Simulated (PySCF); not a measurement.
Species: C₈H₈.
InChI=1S/C8H8/c1-8-6-4-2-3-5-7-8/h2-7H,1H2

Computed with PySCF 2.14.0, density-fitted response routines, TDDFT wB97X-D/def2-SVPD, vertical, gas phase, core orbitals frozen in the response. Geometry: GFN2-xTB; no solvent, vibrations or thermal averaging.

Computed states:

```csv
state,E (eV),f
S1,2.83,0.014
S2,4.62,0.345
S3,5.76,0.0004
S4,6.21,0.632
S5,6.30,0.0035
S6,6.39,0.0000
S7,6.46,0.079
S8,6.46,0.0023
```

Each state is given a Gaussian of 0.4 eV full width at half maximum, with ε(max) = 2.175×10⁸ f / Δν̃ (Δν̃ the width in cm⁻¹). The cross-section is σ = 3.8235×10⁻²¹ ε cm², given in Mb (10⁻¹⁸ cm²). The width is an assumption, not a result. The curve ends short of the highest state used, and states not computed would add to its high-energy end.

**Question.** What does the envelope look like, and where are its maxima?

**Answer.** 
```json
{"λ (nm)": "211.4", "σ (Mb)": "21.47"}
{"λ (nm)": "219.5", "σ (Mb)": "0.80"}
{"λ (nm)": "227.5", "σ (Mb)": "0.03"}
{"λ (nm)": "235.5", "σ (Mb)": "0.06"}
{"λ (nm)": "243.5", "σ (Mb)": "1.78"}
{"λ (nm)": "251.5", "σ (Mb)": "16.26"}
{"λ (nm)": "259.5", "σ (Mb)": "56.73"}
{"λ (nm)": "267.5", "σ (Mb)": "88.53"}
{"λ (nm)": "275.5", "σ (Mb)": "70.49"}
{"λ (nm)": "283.5", "σ (Mb)": "31.97"}
{"λ (nm)": "291.5", "σ (Mb)": "9.06"}
{"λ (nm)": "299.5", "σ (Mb)": "1.73"}
{"λ (nm)": "307.5", "σ (Mb)": "0.24"}
{"λ (nm)": "315.5", "σ (Mb)": "0.03"}
{"λ (nm)": "323.6", "σ (Mb)": "0.00"}
{"λ (nm)": "331.6", "σ (Mb)": "0.00"}
{"λ (nm)": "339.6", "σ (Mb)": "0.00"}
{"λ (nm)": "347.6", "σ (Mb)": "0.00"}
{"λ (nm)": "355.6", "σ (Mb)": "0.00"}
{"λ (nm)": "363.6", "σ (Mb)": "0.01"}
{"λ (nm)": "371.6", "σ (Mb)": "0.04"}
{"λ (nm)": "379.6", "σ (Mb)": "0.14"}
{"λ (nm)": "387.6", "σ (Mb)": "0.35"}
{"λ (nm)": "395.6", "σ (Mb)": "0.75"}
{"λ (nm)": "403.6", "σ (Mb)": "1.34"}
{"λ (nm)": "411.6", "σ (Mb)": "2.08"}
{"λ (nm)": "419.6", "σ (Mb)": "2.81"}
{"λ (nm)": "427.7", "σ (Mb)": "3.39"}
{"λ (nm)": "435.7", "σ (Mb)": "3.66"}
{"λ (nm)": "443.7", "σ (Mb)": "3.59"}
{"λ (nm)": "451.7", "σ (Mb)": "3.23"}
{"λ (nm)": "459.7", "σ (Mb)": "2.69"}
{"λ (nm)": "467.7", "σ (Mb)": "2.10"}
{"λ (nm)": "475.7", "σ (Mb)": "1.53"}
{"λ (nm)": "483.7", "σ (Mb)": "1.06"}
{"λ (nm)": "491.7", "σ (Mb)": "0.70"}
{"λ (nm)": "499.7", "σ (Mb)": "0.44"}
{"λ (nm)": "507.7", "σ (Mb)": "0.27"}
{"λ (nm)": "515.7", "σ (Mb)": "0.16"}
{"λ (nm)": "523.8", "σ (Mb)": "0.09"}
{"λ (nm)": "531.8", "σ (Mb)": "0.05"}
{"λ (nm)": "539.8", "σ (Mb)": "0.03"}
{"λ (nm)": "547.8", "σ (Mb)": "0.01"}
{"λ (nm)": "555.8", "σ (Mb)": "0.01"}
```

Maxima: 438 nm (2.83 eV), ε about 960, made up of S1 (100%); 269 nm (4.62 eV), ε about 23000, made up of S2 (100%) (ε in L mol⁻¹ cm⁻¹; maxima over ε = 5, shares over 10%). At its high-energy end, 5.86 eV, the curve is still rising (ε about 5300, from S4).

**Question.** On this curve, what absorbance would a 10⁻⁴ mol/L sample give at 365 nm over a 1 cm path?

**Answer.** 365 nm is 3.397 eV, where ε is about 3.7 L mol⁻¹ cm⁻¹, so A = ε c l ≈ 0.00037 (Beer–Lambert, with the gas-phase spectrum and the assumed width).

**Question.** Coming from long wavelengths, where does ε first pass 100 L mol⁻¹ cm⁻¹?

**Answer.** At about 502 nm (2.47 eV), 0.36 eV below S1.

**Question.** Does any computed singlet lie in the visible range?

**Answer.** S1 lies in the visible range (380 to 750 nm), at 438 nm, f = 0.014; light of that wavelength is violet to blue, and its complementary colour is yellow-green to yellow; a Tamm–Dancoff triplet lies at 654 nm, without intensity as long as spin–orbit coupling is left out.

The run took 44 s of wall time on Arm Neoverse V1, one thread, on a shared host.
